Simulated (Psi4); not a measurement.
AlI2, doublet, geometry from GFN2-xTB (such geometries of metal compounds can be far from the true shape) (the spin is typed, not shown lowest) (core potentials on I); Psi4 with PBE0/def2-SVP.

Here is a job for Psi4.
```
memory 2 GB

molecule mol {
0 2
Al    0.000000    0.000000    0.000000
I     0.000000    0.000000    2.590067
I    -0.000000   -0.000000   -2.590067
}

set {
  basis def2-svp
  reference uks
}

energy('pbe0')
print_variables()
```

### Question
Predict the main parts of the log of this Psi4 run.

### Answer

```
   => Loading Basis Set <=

    Name: DEF2-SVP
    Role: ORBITAL
    Keyword: BASIS

    !!!  WARNING: ECP capability is in beta. Please check occupations closely.  !!!

         ---------------------------------------------------------
                                   SCF
               by Justin Turney, Rob Parrish, Andy Simmonett
                          and Daniel G. A. Smith
                              UKS Reference
         ---------------------------------------------------------

  ==> Geometry <==

    Molecular point group: d2h
    Full point group: D_inf_h

    Geometry (in Angstrom), charge = 0, multiplicity = 2:

       Center              X                  Y                   Z               Mass
    ------------   -----------------  -----------------  -----------------  -----------------
         AL           0.000000000000     0.000000000000     0.000000000000    26.981538530000
         I            0.000000000000     0.000000000000     2.590067000000   126.904471900000
         I            0.000000000000     0.000000000000    -2.590067000000   126.904471900000

  Running in d2h symmetry.

  Rotational constants: A = ************  B =      0.00990  C =      0.00990 [cm^-1]
  Rotational constants: A = ************  B =    296.81666  C =    296.81666 [MHz]
  Nuclear repulsion =  196.648606105508122

  Charge       = 0
  Multiplicity = 2
  Electrons    = 63
  Nalpha       = 32
  Nbeta        = 31

  ==> Algorithm <==

  SCF Algorithm Type is DF.
  DIIS enabled.
  MOM disabled.
  Fractional occupation disabled.
  Guess Type is SAD.
  Energy threshold   = 1.00e-06
  Density threshold  = 1.00e-06
  Integral threshold = 1.00e-12

  ==> Primary Basis <==

  Basis Set: DEF2-SVP
    Blend: DEF2-SVP
    Number of shells: 28
    Number of basis functions: 70
    Number of Cartesian functions: 75
    Spherical Harmonics?: true
    Max angular momentum: 2

  Core potential: DEF2-SVP
    Number of shells: 8
    Number of ECP primitives: 58
    Number of ECP core electrons: 56
    Max angular momentum: 3

  ==> DFT Potential <==

   => LibXC <=

    Version 7.1.2
    S. Lehtola, C. Steigemann, M. J. T. Oliveira, and M. A. L. Marques,  SoftwareX 7, 1–5 (2018) (10.1016/j.softx.2017.11.002)

   => Composite Functional: PBE0 <=

    PBE0 Hyb-GGA Exchange-Correlation Functional

    C. Adamo and V. Barone,  J. Chem. Phys. 110, 6158 (1999) (10.1063/1.478522)
    M. Ernzerhof and G. E. Scuseria,  J. Chem. Phys. 110, 5029 (1999) (10.1063/1.478401)

    Deriv               =              1
    GGA                 =           TRUE
    Meta                =          FALSE

    Exchange Hybrid     =           TRUE
    MP2 Hybrid          =          FALSE

   => Exchange Functionals <=

    0.7500   Perdew, Burke & Ernzerhof

   => Exact (HF) Exchange <=

    0.2500               HF

   => Correlation Functionals <=

    1.0000   Perdew, Burke & Ernzerhof

   => LibXC Density Thresholds  <==

    XC_HYB_GGA_XC_PBEH:  1.00E-15

   => Molecular Quadrature <=

    Radial Scheme          =       TREUTLER
    Pruning Scheme         =           NONE
    Nuclear Scheme         =       TREUTLER

    Blocking Scheme        =         OCTREE
    BS radius alpha        =              1
    Pruning alpha          =              1
    Radial Points          =             75
    Spherical Points       =            302
    Total Points           =          62590
    Total Blocks           =            596
    Max Points             =            255
    Max Functions          =             66
    Weights Tolerance      =       1.00E-15

   => Loading Basis Set <=

    Name: (DEF2-SVP AUX)
    Role: JKFIT
    Keyword: DF_BASIS_SCF

  ==> Integral Setup <==

  SCF_SUBTYPE=INCORE selected. In-core MEM_DF algorithm will be used.
  Using in-core AOs.

  ==> MemDFJK: Density-Fitted J/K Matrices <==

    J tasked:                   Yes
    K tasked:                   Yes
    wK tasked:                   No
    Algorithm:                 Core
    Schwarz Cutoff:           1E-12
    Mask sparsity (%):       8.3673
    Fitting Condition:        1E-10

   => Auxiliary Basis Set <=

  Basis Set: (DEF2-SVP AUX)
    Blend: DEF2-UNIVERSAL-JKFIT
    Number of shells: 130
    Number of basis functions: 564
    Number of Cartesian functions: 773
    Spherical Harmonics?: true
    Max angular momentum: 5

  Minimum eigenvalue in the overlap matrix is 1.3023662003E-02.
  Reciprocal condition number of the overlap matrix is 3.8224782967E-03.
    Using symmetric orthogonalization.

  ==> Pre-Iterations <==

  SCF Guess: Superposition of Atomic Densities via on-the-fly atomic UHF (no occupation information).

   -------------------------
    Irrep   Nso     Nmo
   -------------------------
     Ag        18      18
     B1g        3       3
     B2g        7       7
     B3g        7       7
     Au         2       2
     B1u       15      15
     B2u        9       9
     B3u        9       9
   -------------------------
    Total      70      70
   -------------------------

  ==> Iterations <==

                           Total Energy        Delta E     RMS |[F,P]|

   @DF-UKS iter SAD:  -831.88484046378369   -8.31885e+02   0.00000e+00
   @DF-UKS iter   1:  -837.38841840595580   -5.50358e+00   2.49105e-02 ADIIS/DIIS
   @DF-UKS iter   2:  -837.05732833619754    3.31090e-01   3.42472e-02 ADIIS/DIIS
   @DF-UKS iter   3:  -837.70603928151786   -6.48711e-01   6.01751e-03 ADIIS/DIIS
   @DF-UKS iter   4:  -837.72873328782543   -2.26940e-02   1.91182e-03 ADIIS/DIIS
   @DF-UKS iter   5:  -837.73124006543844   -2.50678e-03   1.97034e-04 ADIIS/DIIS
   @DF-UKS iter   6:  -837.73127707929814   -3.70139e-05   3.93768e-05 DIIS
   @DF-UKS iter   7:  -837.73128051758226   -3.43828e-06   9.24647e-06 DIIS
   @DF-UKS iter   8:  -837.73128073462738   -2.17045e-07   2.13509e-06 DIIS
   @DF-UKS iter   9:  -837.73128074321653   -8.58915e-09   3.65910e-07 DIIS
  Energy and wave function converged.

  ==> Post-Iterations <==

   Electrons on quadrature grid:
      Nalpha   =   32.0000015865 ; deviation = 1.586e-06
      Nbeta    =   31.0000013161 ; deviation = 1.316e-06
      Ntotal   =   63.0000029026 ; deviation = 2.903e-06

   @Spin Contamination Metric:   5.968407958E-03
   @S^2 Expected:                7.500000000E-01
   @S^2 Observed:                7.559684080E-01
   @S   Expected:                5.000000000E-01
   @S   Observed:                5.000000000E-01

    Orbital Energies [Eh]
    ---------------------

    Alpha Occupied:

[...]
    Alpha Virtual:

[...]
    Beta Occupied:

[...]
       3B3g   -0.288942

    Beta Virtual:

[...]
    Final Occupation by Irrep:
             Ag   B1g   B2g   B3g    Au   B1u   B2u   B3u
    DOCC [     8,    1,    3,    3,    1,    7,    4,    4 ]
    SOCC [     1,    0,    0,    0,    0,    0,    0,    0 ]
    NA   [     9,    1,    3,    3,    1,    7,    4,    4 ]
    NB   [     8,    1,    3,    3,    1,    7,    4,    4 ]

  @DF-UKS Final Energy:  -837.73128074321653

   => Energetics <=

    Nuclear Repulsion Energy =            196.6486061055081223
    One-Electron Energy =               -1765.3365474148531575
    Two-Electron Energy =                 778.8559322099673636
    DFT Exchange-Correlation Energy =     -47.8992716438389365
    Empirical Dispersion Energy =           0.0000000000000000
    VV10 Nonlocal Energy =                  0.0000000000000000
    Total Energy =                       -837.7312807432165300

  UHF NO Occupations:
  HONO-2 :    4B2u 1.9992627
  HONO-1 :    7B1u 1.9990676
  HONO-0 :    9 Ag 1.0000000
  LUNO+0 :    8B1u 0.0009324
  LUNO+1 :    5B2u 0.0007373
  LUNO+2 :    5B3u 0.0007373
  LUNO+3 :   10 Ag 0.0004575

Computation Completed

Properties will be evaluated at   0.000000,   0.000000,   0.000000 [a0]

Properties computed using the SCF density matrix

 Multipole Moments:

 ------------------------------------------------------------------------------------
     Multipole            Electronic (a.u.)      Nuclear  (a.u.)        Total (a.u.)
 ------------------------------------------------------------------------------------

 L = 1.  Multiply by 2.5417464519 to convert [e a0] to [Debye]
 Dipole X            :          0.0000000            0.0000000            0.0000000
 Dipole Y            :          0.0000000            0.0000000            0.0000000
 Dipole Z            :          0.0000000            0.0000000            0.0000000
 Magnitude           :                                                    0.0000000

 ------------------------------------------------------------------------------------

  Variable Map:
  ----------------------------------------------------------------------------
[...]
  Array Variable Map:
  ----------------------------------------------------------------------------
[...]
[...]
```
